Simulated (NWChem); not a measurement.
System: Si2H4OCl2; SMILES [Si](Cl)([SiH3])(O)Cl

Here is an NWChem input.

```
start job
memory heap 200 mb stack 900 mb global 1100 mb
geometry units angstroms noautosym nocenter noautoz
  O     -0.001104     0.001323     1.983962
  Si     0.001099    -0.006142     0.318927
  Si     0.001824    -2.216481    -0.429463
  Cl    -1.671767     1.000688    -0.414930
  Cl     1.676176     1.000555    -0.410103
  H      0.000844     0.877346     2.412640
  H     -1.231368    -2.919658     0.062676
  H      0.005716    -2.189577    -1.931339
  H      1.231794    -2.920950     0.068896
end
basis spherical
  * library def2-svp
end
dft
  xc b3lyp
  iterations 150
end
property
  response 1 0.0773
end
task dft property
```

Output (shortened):

```
             Northwest Computational Chemistry Package (NWChem) 7.3.0
             --------------------------------------------------------

                             Geometry "geometry" -> ""
                             -------------------------

 Output coordinates in angstroms (scale by  1.889725989 to convert to a.u.)

  No.       Tag          Charge          X              Y              Z
 ---- ---------------- ---------- -------------- -------------- --------------
    1 O                    8.0000    -0.00110400     0.00132300     1.98396200
    2 Si                  14.0000     0.00109900    -0.00614200     0.31892700
    3 Si                  14.0000     0.00182400    -2.21648100    -0.42946300
    4 Cl                  17.0000    -1.67176700     1.00068800    -0.41493000
    5 Cl                  17.0000     1.67617600     1.00055500    -0.41010300
    6 H                    1.0000     0.00084400     0.87734600     2.41264000
    7 H                    1.0000    -1.23136800    -2.91965800     0.06267600
    8 H                    1.0000     0.00571600    -2.18957700    -1.93133900
    9 H                    1.0000     1.23179400    -2.92095000     0.06889600

 Effective nuclear repulsion energy (a.u.)     434.2743190432

                              NWChem Property Module
                              ----------------------

                                 NWChem DFT Module
                                 -----------------

 Summary of "ao basis" -> "ao basis" (spherical)
 ------------------------------------------------------------------------------
       Tag                 Description            Shells   Functions and Types
 ---------------- ------------------------------  ------  ---------------------
 O                          def2-svp                 6       14   3s2p1d
 Si                         def2-svp                 8       18   4s3p1d
 Cl                         def2-svp                 8       18   4s3p1d
 H                          def2-svp                 3        5   2s1p

            General Information
            -------------------
          SCF calculation type: DFT
          Wavefunction type:  closed shell.
          No. of atoms     :     9
          No. of electrons :    74
           Alpha electrons :    37
            Beta electrons :    37
          Charge           :     0
          Spin multiplicity:     1
          Use of symmetry is: off; symmetry adaption is: off
          Maximum number of iterations: 150
          AO basis - number of functions:   106
                     number of shells:    50
          Convergence on energy requested:  1.00D-06
          Convergence on density requested:  1.00D-05
          Convergence on gradient requested:  5.00D-04

              XC Information
              --------------
                         B3LYP Method XC Potential
                     Hartree-Fock (Exact) Exchange  0.200
                        Slater Exchange Functional  0.800 local
                    Becke 1988 Exchange Functional  0.720 non-local
              Lee-Yang-Parr Correlation Functional  0.810
                  VWN I RPA Correlation Functional  0.190 local

             Grid Information
             ----------------
          Grid used for XC integration:  medium
          Radial quadrature: Mura-Knowles
          Angular quadrature: Lebedev.
          Tag              B.-S. Rad. Rad. Pts. Rad. Cut. Ang. Pts.
          ---              ---------- --------- --------- ---------
          O                   0.60       49          11.0       434
          Si                  1.10       88          11.0       590
          Cl                  1.00       88          12.0       590
          H                   0.35       45          13.0       434
          Grid pruning is: on
          Number of quadrature shells:   581
          Spatial weights used:  Erf1

      Superposition of Atomic Density Guess
      -------------------------------------

 Sum of atomic energies:       -1572.81239697

      Non-variational initial energy
      ------------------------------

 Total energy =   -1574.074444
 1-e energy   =   -3042.316646
 2-e energy   =    1033.967883
 HOMO         =      -0.326074
 LUMO         =       0.054001

   convergence    iter        energy       DeltaE   RMS-Dens  Diis-err
 ---------------- ----- ----------------- --------- --------- ---------
 d= 0,ls=0.0,diis     1  -1576.5939240727 -2.01D+03  1.46D-02  8.38D-01
 d= 0,ls=0.0,diis     2  -1576.5402390465  5.37D-02  8.55D-03  1.33D+00
 d= 0,ls=0.0,diis     3  -1576.6863520888 -1.46D-01  1.62D-03  5.38D-02
 d= 0,ls=0.0,diis     4  -1576.6902509086 -3.90D-03  8.33D-04  9.95D-03
 d= 0,ls=0.0,diis     5  -1576.6915205315 -1.27D-03  1.34D-04  2.21D-04
  Resetting Diis
 d= 0,ls=0.0,diis     6  -1576.6915489169 -2.84D-05  2.11D-05  3.77D-06
 d= 0,ls=0.0,diis     7  -1576.6915494568 -5.40D-07  6.18D-06  1.45D-07

         Total DFT energy =    -1576.691549456816
      One electron energy =    -3044.909116228848
           Coulomb energy =     1142.506023103366
    Exchange-Corr. energy =     -108.562775374580
 Nuclear repulsion energy =      434.274319043245

 Numeric. integr. density =       73.999999708668

                       DFT Final Molecular Orbital Analysis
                       ------------------------------------

 Vector   35  Occ=2.000000D+00  E=-3.261119D-01
              MO Center= -7.8D-04,  7.2D-01, -1.8D-01, r^2= 4.6D+00
   Bfn.  Coefficient  Atom+Function         Bfn.  Coefficient  Atom+Function
  ----- ------------  ---------------      ----- ------------  ---------------
    62      0.287612  4 Cl py                80     -0.287260  5 Cl py
    63      0.270171  4 Cl pz                81     -0.268958  5 Cl pz
    59      0.213121  4 Cl py                77     -0.212865  5 Cl py
     4      0.200032  1 O  px                60      0.196146  4 Cl pz
    78     -0.195208  5 Cl pz                61      0.179716  4 Cl px

 Vector   36  Occ=2.000000D+00  E=-3.149847D-01
              MO Center=  1.2D-03,  8.7D-01, -1.4D-01, r^2= 4.2D+00
   Bfn.  Coefficient  Atom+Function         Bfn.  Coefficient  Atom+Function
  ----- ------------  ---------------      ----- ------------  ---------------
    63     -0.300008  4 Cl pz                81      0.300117  5 Cl pz
    61      0.278048  4 Cl px                79      0.277106  5 Cl px
    60     -0.224602  4 Cl pz                78      0.224682  5 Cl pz
     4     -0.221350  1 O  px                58      0.207683  4 Cl px
    76      0.206959  5 Cl px                 7     -0.170843  1 O  px

 Vector   37  Occ=2.000000D+00  E=-3.021351D-01
              MO Center=  7.6D-04, -3.7D-01, -2.1D-01, r^2= 4.8D+00
   Bfn.  Coefficient  Atom+Function         Bfn.  Coefficient  Atom+Function
  ----- ------------  ---------------      ----- ------------  ---------------
    62      0.332913  4 Cl py                80      0.332224  5 Cl py
    41      0.253817  3 Si py                59      0.236486  4 Cl py
    77      0.236004  5 Cl py                23     -0.212926  2 Si py
    17      0.190786  2 Si s                 44      0.189109  3 Si py
    56      0.137232  4 Cl py                74      0.136951  5 Cl py

 Vector   38  Occ=0.000000D+00  E=-7.647985D-03
              MO Center=  1.4D-03, -8.5D-01,  7.9D-02, r^2= 5.0D+00
   Bfn.  Coefficient  Atom+Function         Bfn.  Coefficient  Atom+Function
  ----- ------------  ---------------      ----- ------------  ---------------
    45      0.726644  3 Si pz                98      0.587260  8 H  s
    27      0.568558  2 Si pz                 3     -0.414217  1 O  s
    93     -0.325407  7 H  s                103     -0.323509  9 H  s
    17     -0.285626  2 Si s                 88      0.279301  6 H  s
    18     -0.270786  2 Si s                 36      0.261990  3 Si s

 Vector   39  Occ=0.000000D+00  E=-4.180876D-05
              MO Center=  1.4D-03, -1.2D+00, -1.1D-01, r^2= 4.3D+00
   Bfn.  Coefficient  Atom+Function         Bfn.  Coefficient  Atom+Function
  ----- ------------  ---------------      ----- ------------  ---------------
    43      0.862488  3 Si px                93      0.656030  7 H  s
   103     -0.656730  9 H  s                 25      0.519160  2 Si px
    22      0.250712  2 Si px                62     -0.217047  4 Cl py
    80      0.215842  5 Cl py                54      0.181167  4 Cl s
    72     -0.179606  5 Cl s                 92      0.163707  7 H  s

 Vector   40  Occ=0.000000D+00  E= 6.800313D-03
              MO Center=  1.8D-03, -2.3D-01,  3.6D-01, r^2= 6.0D+00
   Bfn.  Coefficient  Atom+Function         Bfn.  Coefficient  Atom+Function
  ----- ------------  ---------------      ----- ------------  ---------------
    18      0.780125  2 Si s                 17      0.731539  2 Si s
    44     -0.692729  3 Si py                 3     -0.498544  1 O  s
    88      0.492479  6 H  s                 16      0.344526  2 Si s
    36     -0.329153  3 Si s                 35     -0.294875  3 Si s
    61     -0.291060  4 Cl px                79      0.291763  5 Cl px

     Multipole analysis of the density
     ---------------------------------

     L   x y z        total         alpha         beta         nuclear
     -   - - -        -----         -----         ----         -------
     0   0 0 0     -0.000000    -37.000000    -37.000000     74.000000

     1   1 0 0      0.000953     -0.107265     -0.107265      0.215484
     1   0 1 0     -0.045308      3.981530      3.981530     -8.008368
     1   0 0 1      0.357140     -0.682676     -0.682676      1.722493

     2   2 0 0    -45.503260   -198.283717   -198.283717    351.064174
     2   1 1 0     -0.000517     -0.000077     -0.000077     -0.000364
     2   1 0 1      0.004917     -0.143148     -0.143148      0.291214
     2   0 2 0    -42.273789   -245.117949   -245.117949    447.962110
     2   0 1 1      3.301749     -7.718070     -7.718070     18.737890
     2   0 0 2    -42.369452   -111.962132   -111.962132    181.554812

 *** CALLING NEW AORESP DRIVER FOR CLOSED AND OPEN SHELLS ***
 Entering AOResponse driver routine

--------------------------------------------------------------------------------

          -----------------------------------------------
          Solving response equations for perturbing field
          -----------------------------------------------

 number of frequencies:     1
 frequency in a.u.:  0.7730000E-01
 Perturbing field: electric
 Using El. Dipole Length Gauge

 Setting up CPKS with frequency omega =      0.07730000 a.u.

                            NWChem Dynamic CPHF Module
                            --------------------------

    scftype = RHF
    nclosed =   37
      nopen =    0
  variables =     5106
  num. vecs =        3
  tolerance =   1.0D-04
  max. iter =   50

 SCF residual:    3.6847401099366326E-004

Iterative solution of linear equations
  No. of variables     5106
  No. of equations        3
  Maximum subspace       30
       Convergence  1.0D-04

   iter   nsub   residual    time
   ----  ------  --------  ---------
     1      3    3.74D+00      30.9
     2      6    1.52D+00      40.6
     3      9    5.21D-01      50.0
     4     12    4.82D-02      58.2
     5     15    1.70D-02      66.6
     6     18    1.74D-03      75.2
     7     21    3.83D-04      84.4
     8     24    8.83D-05      93.4

 Electric Dipole Response Matrix (nonzero elements):

              1        2        3
    1   72.2608   0.0036   0.0206
    2    0.0036  78.9267   0.8046
    3    0.0206   0.8046  61.6558

 ------------------------------------------
 average:        70.94776 + I       0.00000

 DFT Linear Response polarizability / au
 Frequency  =       0.0773000 / au
 Wavelength =     589.4353558 / nm
              X              Y              Z
 -----------------------------------------------
 X      72.2608001      0.0035639      0.0205517
 Y       0.0035636     78.9267243      0.8046247
 Z       0.0205516      0.8045855     61.6557586
 -----------------------------------------------
 Eigenvalues =      72.2608361     78.9641324     61.6183145
 Isotropic   =      70.9477610
 Anisotropic =      15.1504924
 -----------------------------------------------

 Magnetic Dipole Response Matrix (nonzero elements):
```

Level: B3LYP/def2-SVP. The geometry was optimised at PBE-D3(BJ)/def2-SVP.
